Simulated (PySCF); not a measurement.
**Heteronuclear NMR**

Atoms are numbered as in `[CH2:1]=[CH:2]/[CH:3]=[CH:4]\[N:5]([SiH3:6])[SiH3:7]`. Hydrogens are named by the atom that carries them. Ha(C1) is cis to C3; Hb(C1) is trans to C3.

PySCF 2.14 calculation with NMR shieldings at PBE0/pcSseg-1/GIAO and geometry: GFN2-xTB; gas phase, equivalent nuclei averaged, no relativistic terms, one conformer.

Problem. Where does ²⁹Si resonate?

Solution. 
| atoms | environment | σ (ppm) | δ (ppm) |
| --- | --- | --- | --- |
| Si6/Si7 | silicon bonded to N, 3 H | 394.1 | -44.0 |

Shieldings were converted by a linear fit to measured shifts: ²⁹Si: δ = 279.94 − 0.822σ (rms 8.9 ppm, 72 shifts, 25.8 ppm with the 6 outliers that the fit left out vs TMS, solution or neat liquid). Occasional misses reach two or three times the rms, and more in compound classes unlike the fitted ones.

On a 400 MHz spectrometer ²⁹Si resonates near 79.5 MHz, so 1 ppm is 79.5 Hz.

Problem. What are the ¹⁵N shifts?

Solution. 
```tsv
atoms	environment	σ (ppm)	δ (ppm)
N5	enamine nitrogen	217.1	-348.1
```

Shieldings were converted by a linear fit to measured shifts: ¹⁵N: δ = -148.07 − 0.921σ (rms 6.3 ppm, 71 shifts vs CH3NO2, solution or neat liquid). Occasional misses reach two or three times the rms, and more in compound classes unlike the fitted ones.

On a 500 MHz spectrometer ¹⁵N resonates near 50.7 MHz, so 1 ppm is 50.7 Hz.
